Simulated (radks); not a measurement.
The numbers below are computed, except where a source is named.
The tin anion Sn4-, [Xe], held by a Watson sphere: a shell of charge +4 at radius R that stands for the Madelung well of a crystal (potential energy -4/R inside, -4/r outside, in hartree with lengths in bohr). Code: a radial shooting solver on a logarithmic mesh with Libxc functionals. Model: scalar-relativistic Kohn-Sham, PBEsol, spin-polarised, spherical densities, finite nucleus; Fermi nuclear charge, rms radius of each element as measured or else 0.836 A^(1/3) + 0.57 fm. Response by self-consistent Sternheimer equations with the Hartree and adiabatic LDA kernel, the relativistic mass of each level held fixed and spin-orbit coupling left out. The sphere does not respond.

R (bohr)  e(4d) (eV)  e(5s) (eV)  e(5p) (eV)  <r> 5p (bohr)  sum of <r^2> (bohr^2)  X-ray form factor at sin(theta)/lambda = 0.1 1/angstrom  alpha (bohr^3)
4.07         -23.509     -10.048      -4.678          3.702                  134.6                                                   47.194           152.1
4.13         -23.472      -9.949      -4.605          3.736                  136.5                                                   47.153           158.4
4.31         -23.375      -9.674      -4.396          3.838                  142.2                                                   47.035           178.9
4.73         -23.214      -9.148      -3.961          4.079                  156.2                                                   46.789           236.1
4.82         -23.188      -9.054      -3.878          4.131                  159.3                                                   46.742           250.2
5.59         -23.060      -8.469      -3.278          4.582                  188.1                                                   46.416           400.8
